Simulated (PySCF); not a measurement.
A structure optimised at PBE0-D3(BJ)/def2-TZVP, used in a PySCF frequency run:

```xyz
5

C      0.2431    -1.6952     0.0000
C     -0.5178    -0.6453     0.0000
Cl     0.1159     0.9825     0.0000
H      1.2787    -1.9889     0.0000
H     -1.6008    -0.6713     0.0000
```
Charge 0, spin multiplicity 2.

### Question
Write its SMILES, formula and point group.

### Answer
[CH]=CCl, C2H2Cl, Cs

### Question
What are its rotational constants (standard atomic weights)?

### Answer
58.778, 6.4830, 5.8390 GHz
